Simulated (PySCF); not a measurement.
C4H10ClPSi2.
Cartesian coordinates in Å at the GFN2-xTB level; atoms count from 1:
```
atom  x, y, z in Å
C1    -0.7210    2.0570    0.4625
C2    -0.5926    0.9550   -0.2619
C3    -1.7422    0.0912   -0.6358
Cl4   -1.9300    0.1838   -2.4247
Si5   -1.2715   -1.7349   -0.2840
C6     0.5719   -1.6653   -0.7469
Si7    1.0396    0.1893   -0.8393
P8     2.6197    0.6879    0.6757
H9     0.1402    2.6406    0.7477
H10   -1.6778    2.4204    0.8078
H11   -2.6851    0.4409   -0.2170
H12   -1.4732   -2.0013    1.1433
H13   -2.0716   -2.6127   -1.1333
H14    1.1802   -2.1967   -0.0183
H15    0.7468   -2.1498   -1.7039
H16    1.3610    0.5882   -2.2203
H17    2.8447    1.9584    0.1798
H18    3.6523    0.1541   -0.0725
```

Computed at PBE0/pcSseg-1 (PySCF, non-relativistic), with Q(35Cl) = −0.0817 b: Cl4, 35Cl (I = 3/2): χzz = -74.15 MHz, η = 0.062.

Question: Where would the pure quadrupole (NQR) lines of 35Cl at Cl4 fall for the rigid, isolated species?

Answer: From ν = (|χ|/2)√(1 + η²/3): ν = 37.10 MHz (alkyl chlorine). For 37Cl the ratio of quadrupole moments, 0.7881, gives 29.24 MHz.

Question: Apply the simplest Townes–Dailey estimate (no s hybridisation, no π bonding), ionic character = 1 − χzz/χ0, where χ0 is the coupling for one missing p electron along the bond: −109.74 MHz for 35Cl.

Answer: Cl4 on C3: 1 − (-74.15)/(-109.74) = 0.32. In this model a purely covalent bond gives χ0 and a free halide ion gives zero; s hybridisation or π bonding, where present, is counted here as ionic character.

In a crystal, neighbours and librations shift these lines. GFN2-xTB bond lengths can be off by several hundredths of an ångström, more for odd bonds, and the gradients follow them. With a basis this small, the couplings can be 20 % off.

One conformer stands for the species.
